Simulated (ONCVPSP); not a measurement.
Cr: one change to an ONCV potential, before and after

ONCVPSP 4.0.1 input, shortened (lines: element, Z, core and valence counts, functional; n l f; lmax; l rc ep ncon nbas qcut; lloc lpopt rc5 dvloc0; l nproj debl; icmod fcfact rcfact), PBEsol, scalar-relativistic:

```
  Cr 24.00    4    3  -116133      upf
    1    0    2.00
    2    0    2.00
    2    1    6.00
    3    0    2.00
    3    1    6.00
    3    2    5.00
    4    0    1.00
    2
    0    2.55    0.00    4    6    3.20
    1    1.35    0.00    3    8   12.50
    2    2.10    0.00    3    8    7.50
    4    5    1.15    0.00
    0    3    1.40
    1    2    2.70
    2    3    2.50
    3    4.25    1.50
```

All-electron outer shells of the reference configuration (PBEsol, scalar-relativistic, ld1.x):

| shell | level (eV) | outermost node (bohr) | outermost maximum (bohr) |
| --- | --- | --- | --- |
| 3s | -73.77 | 0.36 | 0.78 |
| 3p | -45.34 | 0.33 | 0.80 |
| 4s | -4.02 | 1.12 | 2.74 |
| 3d | -2.93 | – | 0.84 |

Change: all radii but the core radius scaled by about 0.83 (s 2.10, p 1.12, d 1.74 bohr); local potential polynomial inside 0.96 bohr (lpopt 5, dvloc0 0 Ha).

Cutoffs: the cutoffs (Ha) at which the residual kinetic energy of the hardest occupied pseudo-wave falls to 1 and 0.1 mHa per electron; they do not see the model core or the augmentation charge, which bear on the density cutoff. Errors are all-electron minus pseudo energies relative to the spin-unpolarised reference configuration.

Problem. What does the change do?

Solution. The potential gets harder (25 Ha and 31 Ha → 35 Ha and 53 Ha); both files keep a bound ghost (s); of the 3 tests that both files solve, the error grows in 1 and shrinks in 2 by more than 15 % and 0.3 meV (median size 32.7 → 2.8 meV). A smaller radius makes the pseudo-wave follow the all-electron one further in, where it bends more sharply, so more plane waves are needed.

| quantity | base | changed |
| --- | --- | --- |
| cutoff, loose | 25 Ha | 35 Ha |
| cutoff, tight | 31 Ha | 53 Ha |
| loose cutoff by channel | s 3.5 Ha, p 25 Ha, d 21 Ha | s 4.1 Ha, p 35 Ha, d 24 Ha |
| bound ghosts | s | s |
| GHOST(+) flags under 300 eV | none | s at 242.0 eV |
| tests with a reliable result | 3 of 4 | 3 of 4 |
| error for 3p6 3d5 4s0, meV [ΔE 6.87 eV] | +0.1 | -2.8 |
| error for 3p6 3d4 4s0, meV [ΔE 22.89 eV] | +49 | +26 |
| error for 3p6 3d4 4s2, meV [ΔE -0.09 eV] | +33 | +0.6 |
| rms error of d²Exc/dni dnj with the model core, mHa | 1.70 | 1.77 |

 A true bound ghost makes a file unfit for plane-wave use even where its test errors are small: the radial tests pick states by their node count and pass the ghost by.
